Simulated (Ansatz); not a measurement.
All numbers were calculated with Ansatz.

A structure relaxed at PBE0-D4/def2-TZVP, charge 0, multiplicity 1:

```xyz
3

F    -1.145    0.725   -0.973
Zn    0.056   -0.035    0.047
H     1.090   -0.690    0.926
```

(1) Give its formula and SMILES.

(2) Point group (tolerance 0.08 Å, 0.16 Å for H)?

(3) Summarise the bond lengths by kind.

## Answers

(1) FHZn, `[F][ZnH]`.

(2) C∞v.

(3) 1 × F–Zn 1.750 Å; 1 × H–Zn 1.507 Å.
